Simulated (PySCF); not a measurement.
Species: C5H4FN.
SMILES with atom numbers: `[CH:1]#[C:2][C@H:3]([C:4]#[N:5])[CH2:6][F:7]` (hydrogens: H8 on C1; H9 on C3; H10, H11 on C6)

All values: wB97X-D/def2-SVPD (PySCF, non-relativistic), on one gas-phase PBE0-D3(BJ)/def2-SVP geometry that isn't relaxed in the solvent. The solvent is an IEF-PCM continuum (Bondi radii, 1.10 Å for H, scaled by 1.2), and excitations are vertical TDDFT with non-equilibrium linear response and a frozen core. Only the electrostatic response of the medium enters.

Gas-phase singlets (H = HOMO, L = LUMO):

```
state  E (eV)  λ (nm)      f    leading configurations
   S1   6.535     190  0.000        H→L 40%, H→L+1 18%
   S2   6.813     182  0.001      H-1→L 35%, H→L+1 28%
   S3   6.841     181  0.003  H-1→L+1 38%, H-1→L+3 22%
   S4   7.665     162  0.000    H-3→L+2 20%, H-3→L 16%
   S5   7.968     156  0.028    H-2→L+2 15%, H→L+1 13%
```

Q: How does the list change in cyclohexane (ε = 2.017)?

A: 
| state | E (eV) | λ (nm) | f | leading configurations | change by rank (eV) |
| --- | --- | --- | --- | --- | --- |
| S1 | 6.540 | 190 | 0.001 | H→L 59%, H→L+4 10% | +0.005 |
| S2 | 6.821 | 182 | 0.002 | H-1→L 39%, H→L+1 24% | +0.008 |
| S3 | 6.873 | 180 | 0.003 | H-1→L+1 41%, H-1→L+3 29% | +0.032 |
| S4 | 7.687 | 161 | 0.001 | H-2→L 28%, H-3→L+2 16% | +0.022 |
| S5 | 7.949 | 156 | 0.051 | H→L+1 30%, H-3→L 13% | -0.019 |

Q: How does the list change in tetrahydrofuran (ε = 7.426)?

A: 
| state | E (eV) | λ (nm) | f | leading configurations | change by rank (eV) |
| --- | --- | --- | --- | --- | --- |
| S1 | 6.545 | 189 | 0.001 | H→L 62%, H→L+4 13% | +0.010 |
| S2 | 6.853 | 181 | 0.003 | H-1→L 38%, H→L+1 18% | +0.040 |
| S3 | 6.932 | 179 | 0.003 | H-1→L+1 36%, H-1→L+3 36% | +0.091 |
| S4 | 7.705 | 161 | 0.001 | H-2→L 31%, H-4→L 13% | +0.040 |
| S5 | 7.951 | 156 | 0.047 | H→L+1 39%, H-3→L 12% | -0.017 |

Q: How do the frontier levels move from gas to tetrahydrofuran?

A: 
```tsv
orbital	gas (eV)	solvent (eV)	change (eV)	Löwdin shares, gas	Löwdin shares, solvent
LUMO+2	2.21	2.24	+0.03	N5 28 %, C4 27 %, C3 10 %, C6 9 %	C4 27 %, N5 23 %, C1 10 %, C6 9 %
LUMO+1	1.69	1.92	+0.23	C1 18 %, C2 15 %, C4 14 %, C3 14 %	C4 18 %, N5 15 %, C3 13 %, C1 13 %
LUMO	1.62	1.71	+0.09	C1 19 %, C2 16 %, C4 16 %, N5 15 %	N5 25 %, C4 21 %, C1 17 %, C2 15 %
HOMO	-10.51	-10.34	+0.17	C1 40 %, C2 38 %, C3 7 %	C1 40 %, C2 38 %, C3 7 %
HOMO-1	-10.61	-10.49	+0.12	C1 42 %, C2 42 %, C3 5 %	C2 42 %, C1 42 %, C3 5 %
HOMO-2	-11.98	-11.99	-0.01	N5 40 %, C4 31 %, C3 8 %, F7 6 %	N5 31 %, C4 22 %, F7 11 %, C6 10 %
HOMO-3	-12.08	-12.14	-0.06	N5 46 %, C4 36 %, C3 8 %	N5 37 %, C4 27 %, F7 9 %, C3 9 %
```

The HOMO–LUMO gap goes from 12.13 to 12.04 eV. Rows go by rank; for HOMO-3, HOMO-2, LUMO and LUMO+1 the atom shares or the degeneracy differ between the runs, so the row needn't follow one orbital.

The run took 18 s on an Arm Neoverse V2 with one thread, shared host, and the process peaked at 0.85 GiB of memory. This is the whole response run at wB97X-D/def2-SVPD in tetrahydrofuran, SCF included.

The values belong to the conformer `[CH:1]#[C:2][C@H:3]([C:4]#[N:5])[CH2:6][F:7]`: C2–C3–C6–F7 -61°.
